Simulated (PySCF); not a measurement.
C4H11BO2.
Geometry (PBE0-D3(BJ)/def2-SVP, Å), atoms numbered from 1 in this order:
```xyz
18
C4H11BO2 angstrom
C     -2.838    0.216    0.147
C     -1.688   -0.690    0.526
O     -0.485   -0.252   -0.062
B      0.063   -0.871   -1.138
O      1.184   -0.378   -1.706
C      1.827    0.774   -1.195
C      2.760    0.433   -0.053
H     -3.760   -0.090    0.664
H     -2.615    1.258    0.420
H     -3.024    0.179   -0.938
H     -1.901   -1.732    0.226
H     -1.542   -0.687    1.619
H     -0.429   -1.871   -1.615
H      2.392    1.216   -2.031
H      1.077    1.512   -0.867
H      2.195    0.048    0.809
H      3.489   -0.331   -0.362
H      3.314    1.327    0.273
```

Computed at PBE0/pcSseg-1 (PySCF, non-relativistic), with Q(17O) = −0.0256 b, Q(11B) = 0.04059 b: O3, 17O (I = 5/2): χzz = -9.254 MHz, η = 0.016; B4, 11B (I = 3/2): χzz = 3.214 MHz, η = 0.316.

Problem. Where would the pure quadrupole (NQR) lines of 17O at O3 fall for the rigid, isolated species?

Solution. From the eigenvalues of H = χ/[4I(2I − 1)] × [3Iz² − I(I + 1) + η(Ix² − Iy²)], steps between neighbouring levels, labelled as for η = 0: ±1/2↔±3/2 1.388 MHz, ±3/2↔±5/2 2.776 MHz (boron-bound oxygen).

Problem. Find the zero-field quadrupole resonance frequencies of 11B at B4.

Solution. From ν = (|χ|/2)√(1 + η²/3): ν = 1.634 MHz (three-coordinate boron).

In a crystal, neighbours and librations shift these lines. With so small a basis the couplings can be 20 % off.

One conformer stands for the species.
